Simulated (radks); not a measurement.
Values are calculated unless marked as measured or tabulated.
Species: the thallium ion Tl2+. Configuration: [Xe] 4f14 5d10 6s1 (the NIST ground configuration). Level of theory: scalar-relativistic Kohn-Sham, r2SCAN, spin-polarised, spherical densities, finite nucleus; open shells are filled with parallel spins first (spin-orbit coupling, left out, can overturn this in heavy ions); meta-GGA in the generalised Kohn-Sham scheme; Fermi nuclear charge, rms radius 5.4759 fm (a radial shooting solver on a logarithmic mesh with Libxc functionals).

X-ray form factor f0, the Fourier transform of the density (f0(0) = 79):

sin(theta)/lambda (1/angstrom),f0 (electrons)
0.05,78.207
0.1,75.988
0.15,72.743
0.2,68.938
0.25,64.965
0.3,61.081
0.4,54.066
0.5,48.219
0.6,43.377
0.8,35.706
1,29.651
1.25,23.751
1.5,19.599
2,15.056
